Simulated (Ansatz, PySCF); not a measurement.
This Ansatz (an electronic-structure program) input computes a BLYP/def2-TZVPD energy:

Ansatz 0.2 input:
```yaml
crystal:
  periodic: [false, false, false]
  atoms:
    - {symbol: Be, position_ang: [-0.87992344, -0.51025829, -0.68985964]}
    - {symbol: C, position_ang: [0.30537839, 0.17708570, 0.23941654]}
    - {symbol: H, position_ang: [0.85331289, -0.61161243, 0.76365012]}
    - {symbol: H, position_ang: [-0.15481764, 0.85375314, 0.96566621]}
    - {symbol: H, position_ang: [0.98892816, 0.73637827, -0.40637702]}
basis:
  gaussian:
    orbitals: def2-TZVPD
hamiltonian:
  xc: {name: BLYP}
total_charge: 1
output: {forces: true}
```

**Question.** Write an input for the same energy in PySCF and say what it gives.

**Answer.** 
```python
from pyscf import gto, scf, dft

mol = gto.M(
    atom='''
    Be   -0.87992344   -0.51025829   -0.68985964
    C     0.30537839    0.17708570    0.23941654
    H     0.85331289   -0.61161243    0.76365012
    H    -0.15481764    0.85375314    0.96566621
    H     0.98892816    0.73637827   -0.40637702
    ''',
    basis='def2-tzvpd',
    charge=1,
    spin=0,
    verbose=4,
)

mf = dft.RKS(mol, xc='blyp').density_fit(auxbasis='def2-universal-jkfit')
mf.grids.level = 3
mf.conv_tol = 1e-9
mf.max_cycle = 100
mf.max_memory = 1500
mf.kernel()
if not mf.converged:
    mf = mf.newton()
    mf.kernel(mf.make_rdm1())
mf.analyze()
```
It gives -54.28750 Eh, and Ansatz -54.28744 Eh, a difference of 0.06 mEh, from the treatment of integrals and grids.

It need not be the lowest isomer of its formula.
